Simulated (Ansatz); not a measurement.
Computed with Ansatz on PBE0-D4/def2-TZVP structures; ΔE is electronic, products minus reactants. CBS: MP2 limit from def2 TZ/QZ plus the TZ coupled-cluster correction, frozen cores. DFT in def2-TZVPP. B3LYP here is the variant with VWN-RPA as its local correlation; programs differ in this. def2 core potentials past Kr. For In, Se outer-core shells are correlated without core-valence functions, which leaves a few kJ/mol of doubt a bond. Scalar relativity is left out up to krypton. Each species was taken in one conformer, which may not be the lowest.

Reaction (ligand exchange at the Si–O bond): `[F][In]([SH])[O][SiH3]` + H₂Se → `[SiH3][SeH]` + `[OH][In]([F])[SH]`

`[F][In]([SH])[O][SiH3]`:

Z-matrix (Å, degrees):
```
Si
O 1 1.637
H 1 1.489 2 111.3
H 1 1.486 2 108.1 3 -119.6
H 1 1.489 2 111.3 3 120.8
In 2 1.954 1 136.1 3 -59.2
S 6 2.341 2 126.7 1 -179.8
F 6 1.944 2 112.8 1 0.1
H 7 1.345 6 91.6 2 -180.0
```

H₂Se:

```xyz
3

Se    0.447    0.156    0.494
H    -0.837   -0.553    0.457
H     0.390    0.397   -0.951
```

`[SiH3][SeH]`:

Z-matrix (Å, degrees):
```
Si
Se 1 2.279
H 1 1.484 2 111.4
H 1 1.484 2 111.5 3 -122.1
H 1 1.483 2 104.9 3 119.0
H 2 1.469 1 93.0 3 60.4
```

`[OH][In]([F])[SH]`:

Cartesian coordinates in Å:
```
O 1.777 0.857 -0.554
In 0.070 0.048 -0.021
F -1.219 1.375 0.600
S -0.584 -2.203 -0.035
H 1.756 1.811 -0.438
H -1.800 -1.887 0.447
```

```
             level  ΔE (kJ/mol)  difference from CCSD(T)/CBS
            PBE-D4         21.3                        -18.4
           PBE0-D4         27.6                        -12.1
          B3LYP-D4         40.1                          0.4
           ωB97M-V         39.3                         -0.4
               PBE         20.7                        -19.0
            r2SCAN         34.0                         -5.7
              PBE0         26.9                        -12.8
             B3LYP         39.4                         -0.3
     HF/def2-TZVPP         59.5                         19.8
    MP2/def2-TZVPP         41.6                          1.9
   CCSD/def2-TZVPP         46.7                          7.0
    MP2/def2-QZVPP         39.8                          0.1
SCS-MP2/def2-QZVPP         45.5                          5.8
      HF/CBS(def2)         62.1                         22.4
     MP2/CBS(def2)         37.1                         -2.6
    CCSD/CBS(def2)         42.2                          2.5
       CCSD(T)/CBS         39.7                            0
```

Largest T1 diagnostic among the species: 0.016.

From PBE to PBE0 (25 % exact exchange), in def2-TZVPP and without D4, ΔE moves by +6.2 kJ/mol. In def2-TZVPP, CCSD(T) changes the Hartree–Fock value by −15.3 kJ/mol (the triples alone add −2.5 kJ/mol) and MP2 by −17.9 kJ/mol.
